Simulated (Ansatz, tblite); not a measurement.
Spin states of PbCl2⁺, each relaxed with PBE0-D4/def2-TZVP in Ansatz. Electronic energies in the gas phase.

In the def2 sets Pb takes a core potential; there is no spin–orbit coupling. The xTB rows come from tblite. B3LYP takes the VWN-RPA correlation. Correlated methods freeze 14 core orbitals; core or outer-core shells of Pb are correlated, in sets that lack core-valence functions. In CCSD on the charge 1 quartet the largest single amplitude is 0.26, so its Hartree–Fock determinant may place the open shell otherwise than the density functionals do. In the doublet, Cl2 and Cl3 lie 2.65 Å apart (atoms count from 1), so these atoms are partly bonded to each other. In the quartet, Cl2 and Cl3 lie 2.38 Å apart (atoms count from 1), so these atoms are partly bonded to each other. The structure comes from a short search, and lower isomers may exist.

Doublet geometry (C2v within 0.1 Å):

```xyz
3

Pb   -1.2737    0.5258   -0.4198
Cl    0.5450    0.4199    1.3436
Cl    0.7287   -0.9457   -0.9238
```

Quartet geometry (C2v within 0.1 Å):

```xyz
3

Pb   -1.699    0.426    0.421
Cl    1.063    0.921   -0.511
Cl    0.636   -1.347    0.090
```

⟨S²⟩: doublet 0.76 at PBE0-D4/def2-TZVP (pure 0.75), quartet 3.76 at PBE0-D4/def2-TZVP (pure 3.75).

Only these spin states were relaxed. The quartet has other bonds than the doublet, so the gap mixes isomer and spin.

```
                level  quartet − doublet (kcal/mol)  lowest of these
             GFN2-xTB                          80.2          doublet
         HF/def2-TZVP                          63.3          doublet
        HF/def2-TZVPP                          63.3          doublet
LDA (SPW92)/def2-TZVP                          85.7          doublet
    BLYP-D4/def2-TZVP                          77.3          doublet
  r2SCAN-D4/def2-TZVP                          81.0          doublet
   B3LYP-D4/def2-TZVP                          80.3          doublet
    PBE0-D4/def2-TZVP                          83.1          doublet
    RPA@PBE/def2-TZVP                          74.3          doublet
       MP2/def2-TZVPP                          94.9          doublet
      CCSD/def2-TZVPP                          83.6          doublet
   CCSD(T)/def2-TZVPP                          85.1          doublet
```

Change of the quartet − doublet gap on mixing in exact exchange, in kcal/mol: BLYP to B3LYP (20 % exact exchange) 3.1.

The xTB methods have no spin-polarisation term.
